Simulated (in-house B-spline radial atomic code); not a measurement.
## One electron outside the 1s2 core: the arsenic ion As³⁰⁺

Computed with an all-electron radial atomic-structure program (B-spline basis), no-pair Dirac-Coulomb Hamiltonian, finite nucleus. Rungs: frozen-core Dirac-Hartree-Fock (DHF); Brueckner orbitals from the second-order correlation potential; the same with the Coulomb interaction screened by the core and the hole-particle interaction summed; Breit and QED terms from differences of relaxed Dirac-Fock atoms, where computed. Partial waves beyond l = 6 are extrapolated. The tables show a selection of states; those near core-excited levels, with erratic corrections or far from their DHF start are never shown.

Removal energies (eV):

| state | DHF | second order | screened | Breit + QED | final |
| --- | --- | --- | --- | --- | --- |
| 2s1/2 | 3413.74 | 3413.9 | 3413.9 | -2.27 | 3411.63 |
| 2p1/2 | 3349.33 | 3349.7 | 3349.7 | -2.27 | 3347.43 |
| 2p3/2 | 3303.46 | 3303.79 | 3303.8 | -1.04 | 3302.75 |
| 3s1/2 | 1497.62 | ? | ? | ? | ? |
| 3p1/2 | 1479.74 | 1479.83 | 1479.83 | -0.636 | 1479.19 |
| 3p3/2 | 1466.16 | 1466.24 | 1466.24 | -0.289 | 1465.95 |
| 3d3/2 | 1459.32 | 1459.35 | 1459.36 | -0.0205 | 1459.33 |
| 3d5/2 | 1455.14 | ? | ? | ? | ? |
| 4s1/2 | 836.561 | 836.579 | 836.579 | - | - |
| 4p1/2 | 829.198 | 829.232 | 829.232 | - | - |

Task: What does correlation do to 3s1/2?

Result: It adds 0.04457 eV to the removal energy in second order and 0.04513 eV with screening; Breit and QED add -0.663 eV, for a final 1497 eV.

Task: What does correlation do to 3d5/2?

Result: It adds 0.03498 eV to the removal energy in second order and 0.03544 eV with screening; Breit and QED add -0.0139 eV, for a final 1455.16 eV.

Task: How does the lowest state compare with the NIST ionisation energy?

Result: 2s1/2 is bound by 3411.627 eV, without recoil; NIST lists 3411.643 ± 0.007 eV (tabulated theory), a difference of -0.016 eV.

Electric-dipole lines from 2s1/2 (reduced matrix elements in atomic units, length form, static core polarisation, sign of DHF taken positive):

| upper | DHF | + core polarisation | + Brueckner | λ (nm) | A (s⁻¹) |
| --- | --- | --- | --- | --- | --- |
| 2p1/2 | 0.1325 | 0.1323 | 0.1323 | 19.312 | 2.46e+09 |
| 2p3/2 | 0.1899 | 0.1896 | 0.1896 | 11.388 | 1.23e+10 |

Magnetic hyperfine constants per unit nuclear g factor (MHz, nucleus as a uniformly magnetised ball; they apply to isotopes with nuclear spin):

| state | DHF | + core polarisation | + Brueckner |
| --- | --- | --- | --- |
| 2s1/2 | 1.157e+06 | 1.181e+06 | 1.181e+06 |
| 2p1/2 | 369600 | 376000 | 376100 |
| 2p3/2 | 67160 | 62040 | 62060 |
| 3s1/2 | 338500 | 345100 | 345200 |
| 3p1/2 | 109500 | 110900 | 110900 |
| 3p3/2 | 19930 | 18800 | 18800 |
